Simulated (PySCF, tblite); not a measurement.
Parent: `[CH3:1]/[CH:2]=[C:3](/[CH3:4])[C:5](=[O:6])[F:7]` with C2–C3–C5–O6 -2°, C5H7FO.

The geometries are computed with GFN2-xTB (gas phase). One conformer each, not checked by frequencies here.

| coordinate of the parent | value |
| --- | --- |
| C1–C2 | 1.484 Å |
| C2=C3 | 1.343 Å |
| C3–C4 | 1.499 Å |
| C3–C5 | 1.458 Å |
| C5=O6 | 1.188 Å |
| C5–F7 | 1.373 Å |
| C1–C2–C3 | 126.1° |
| C2–C3–C4 | 122.8° |
| C2–C3–C5 | 120.0° |
| C4–C3–C5 | 117.2° |
| C3–C5–O6 | 130.4° |
| C3–C5–F7 | 111.7° |
| O6–C5–F7 | 117.9° |

Task: How does the shared frame change in `[CH3:1]/[CH:2]=[C:3](/[O:4][CH3:5])[C:6](=[O:7])[F:8]` with C2–C3–O4–C5 0°, C2–C3–C6–O7 0°, C5H7FO2? Atoms pair as C1 = C1, C2 = C2, C3 = C3, C5 = C6, O6 = O7, F7 = F8 (parent first).

Result: 
```json
{"parent": "C1–C2", "relative": "C1–C2", "value in the relative": "1.488 Å", "change": "+0.004"}
{"parent": "C2=C3", "relative": "C2=C3", "value in the relative": "1.346 Å", "change": "+0.003"}
{"parent": "C3–C5", "relative": "C3–C6", "value in the relative": "1.468 Å", "change": "+0.010"}
{"parent": "C5=O6", "relative": "C6=O7", "value in the relative": "1.187 Å", "change": "-0.001"}
{"parent": "C5–F7", "relative": "C6–F8", "value in the relative": "1.358 Å", "change": "-0.015"}
{"parent": "C1–C2–C3", "relative": "C1–C2–C3", "value in the relative": "124.8°", "change": "-1.3"}
{"parent": "C2–C3–C5", "relative": "C2–C3–C6", "value in the relative": "121.2°", "change": "+1.2"}
{"parent": "C3–C5–O6", "relative": "C3–C6–O7", "value in the relative": "129.2°", "change": "-1.2"}
{"parent": "C3–C5–F7", "relative": "C3–C6–F8", "value in the relative": "111.7°", "change": "0.0"}
{"parent": "O6–C5–F7", "relative": "O7–C6–F8", "value in the relative": "119.1°", "change": "+1.2"}
```

Of the parent's bonds, C5–F7 changes most (-0.015 Å). Bonds of the relative outside the shared frame: C3–O4 1.363, O4–C5 1.406 Å.

Task: How does the shared frame change in `[CH2:1]=[CH:2]/[C:3](=[CH:4]/[CH3:5])[C:6](=[O:7])[F:8]` with C1–C2–C3–C4 158°, C2–C3–C6–O7 151°, C6H7FO? Atoms pair as C1 = C5, C2 = C4, C3 = C3, C4 = C2, C5 = C6, O6 = O7, F7 = F8 (parent first).

Result: 
| parent | relative | value in the relative | change |
| --- | --- | --- | --- |
| C1–C2 | C5–C4 | 1.481 Å | -0.003 |
| C2=C3 | C4=C3 | 1.348 Å | +0.005 |
| C3–C4 | C3–C2 | 1.463 Å | -0.036 |
| C3–C5 | C3–C6 | 1.466 Å | +0.008 |
| C5=O6 | C6=O7 | 1.186 Å | -0.002 |
| C5–F7 | C6–F8 | 1.370 Å | -0.003 |
| C1–C2–C3 | C5–C4–C3 | 127.7° | +1.6 |
| C2–C3–C4 | C4–C3–C2 | 120.5° | -2.3 |
| C2–C3–C5 | C4–C3–C6 | 119.8° | -0.2 |
| C4–C3–C5 | C2–C3–C6 | 119.7° | +2.5 |
| C3–C5–O6 | C3–C6–O7 | 129.8° | -0.6 |
| C3–C5–F7 | C3–C6–F8 | 112.2° | +0.5 |
| O6–C5–F7 | O7–C6–F8 | 117.9° | 0.0 |

Of the parent's bonds, C3–C4 changes most (-0.036 Å). Bonds of the relative outside the shared frame: C1=C2 1.326 Å.

Task: How does the shared frame change in `[CH3:1]/[CH:2]=[C:3](\[C:4](=[O:5])[F:6])[c:7]1[cH:8][cH:9][cH:10][cH:11][cH:12]1` with C2–C3–C4–O5 17°, C2–C3–C7–C8 47°, C10H9FO? Atoms pair as C1 = C1, C2 = C2, C3 = C3, C5 = C4, O6 = O5, F7 = F6 (parent first).

Result: 
```csv
parent,relative,value in the relative,change
C1–C2,C1–C2,1.482 Å,-0.002
C2=C3,C2=C3,1.346 Å,+0.003
C3–C5,C3–C4,1.462 Å,+0.004
C5=O6,C4=O5,1.187 Å,-0.001
C5–F7,C4–F6,1.371 Å,-0.002
C1–C2–C3,C1–C2–C3,126.9°,+0.8
C2–C3–C5,C2–C3–C4,120.6°,+0.6
C3–C5–O6,C3–C4–O5,130.0°,-0.4
C3–C5–F7,C3–C4–F6,112.0°,+0.3
O6–C5–F7,O5–C4–F6,118.0°,+0.1
```

Of the parent's bonds, C2–C3 and C3–C5 change most and about equally (+0.003 to +0.004 Å). Bonds of the relative outside the shared frame: C3–C7 1.478, C7–C8 1.392, C8–C9 1.383, C9–C10 1.385, C10–C11 1.385, C11–C12 1.382, C7–C12 1.392 Å.

Task: How does the shared frame change in `[CH3:1]/[CH:2]=[C:3](/[C:4](=[O:5])[F:6])[C:7]([F:8])([F:9])[F:10]` with C2–C3–C4–O5 180°, C5H4F4O? Atoms pair as C1 = C1, C2 = C2, C3 = C3, C4 = C7, C5 = C4, O6 = O5, F7 = F6 (parent first).

Result: 
```json
{"parent": "C1–C2", "relative": "C1–C2", "value in the relative": "1.479 Å", "change": "-0.005"}
{"parent": "C2=C3", "relative": "C2=C3", "value in the relative": "1.343 Å", "change": "0.000"}
{"parent": "C3–C4", "relative": "C3–C7", "value in the relative": "1.512 Å", "change": "+0.013"}
{"parent": "C3–C5", "relative": "C3–C4", "value in the relative": "1.471 Å", "change": "+0.013"}
{"parent": "C5=O6", "relative": "C4=O5", "value in the relative": "1.179 Å", "change": "-0.009"}
{"parent": "C5–F7", "relative": "C4–F6", "value in the relative": "1.366 Å", "change": "-0.007"}
{"parent": "C1–C2–C3", "relative": "C1–C2–C3", "value in the relative": "127.8°", "change": "+1.7"}
{"parent": "C2–C3–C4", "relative": "C2–C3–C7", "value in the relative": "125.8°", "change": "+3.0"}
{"parent": "C2–C3–C5", "relative": "C2–C3–C4", "value in the relative": "122.3°", "change": "+2.3"}
{"parent": "C4–C3–C5", "relative": "C7–C3–C4", "value in the relative": "111.9°", "change": "-5.3"}
{"parent": "C3–C5–O6", "relative": "C3–C4–O5", "value in the relative": "129.2°", "change": "-1.2"}
{"parent": "C3–C5–F7", "relative": "C3–C4–F6", "value in the relative": "111.3°", "change": "-0.4"}
{"parent": "O6–C5–F7", "relative": "O5–C4–F6", "value in the relative": "119.5°", "change": "+1.6"}
```

Of the parent's bonds, C3–C4 and C3–C5 change most and about equally (+0.013 Å). Bonds of the relative outside the shared frame: C7–F8 1.340, C7–F9 1.339, C7–F10 1.341 Å.
